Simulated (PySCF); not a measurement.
A structure optimised at PBE0-D3(BJ)/def2-SVP, used in a PySCF frequency run:

```
Si
N 1 1.7461
H 2 1.0181 1 114.49
Si 2 1.7390 3 115.18 1 175.50
H 4 1.4930 2 107.19 3 171.64
H 4 1.4957 5 109.52 2 120.46
H 4 1.4975 5 108.46 6 116.84
H 1 1.4991 2 110.28 3 -53.76
H 1 1.5009 8 106.12 2 -121.66
Si 1 2.3469 8 108.55 9 -115.82
H 10 1.4949 1 111.67 8 -63.10
H 10 1.4950 11 109.10 5 58.96
H 10 1.4971 11 108.62 12 118.00
```
Charge 0, spin multiplicity 1.

### Question
Write its SMILES and formula.

### Answer
[SiH3]N[SiH2][SiH3], H9NSi3

### Question
What are its rotational constants (standard atomic weights)?

### Answer
4.6491, 1.7941, 1.3572 GHz
